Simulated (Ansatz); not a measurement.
Input file for Ansatz (a quantum-chemistry and plane-wave program): R-PBE/def2-TZVPPD on C2H9BS (a complex), monomers drawn apart or pushed together. Files ending in .json are basis or fitting sets from the Basis Set Exchange.

Ansatz 0.2 input:
```yaml
crystal:
  periodic: [false, false, false]
  atoms:
    - {symbol: B, position_ang: [-0.32926278, 0.60267203, 0.75954861]}
    - {symbol: H, position_ang: [0.00165623, -0.22085688, -0.05593228]}
    - {symbol: H, position_ang: [-1.49506387, 0.90385229, 0.70558004]}
    - {symbol: H, position_ang: [0.43342644, 1.52902770, 0.89040317]}
    - {symbol: C, position_ang: [1.72981100, -0.90847533, 3.36620575]}
    - {symbol: S, position_ang: [-0.04317238, -0.64274892, 3.16131259]}
    - {symbol: C, position_ang: [-0.31938503, 0.63144706, 4.40878876]}
    - {symbol: H, position_ang: [1.93305150, -1.32317242, 4.35191799]}
    - {symbol: H, position_ang: [2.03114959, -1.61698669, 2.59766945]}
    - {symbol: H, position_ang: [2.25562637, 0.03343332, 3.21894169]}
    - {symbol: H, position_ang: [-0.13091251, 0.22774519, 5.40197067]}
    - {symbol: H, position_ang: [-1.36129441, 0.93246462, 4.32360637]}
    - {symbol: H, position_ang: [0.32395522, 1.48505298, 4.20183262]}
basis:
  gaussian:
    orbitals: def2-TZVPPD.json
hamiltonian:
  xc: {name: PBE}
scf: {lower_state_search: off}
```

The head of its log:

```
WARN ansatz: RAYON_NUM_THREADS=1 ignored (pool sized by the plan → 1); use --threads N
Functional definition: PBE
these checks for a lower state are left out or cut short: stability, starts, cluster_reference, orbital_swaps, neighbouring_geometries, increment
integrals: 0.27 GiB planned
1362 factors; their error is unknown
mean field: 1.97 GiB planned
mean field evaluation 1: about -13708.1701 eV, gradient 7.9e1 eV
mean field evaluation 2: about -13689.4518 eV, gradient 1.1e2 eV
```

Problem. Give the final energy of this run.

Solution. -504.3353 hartree.
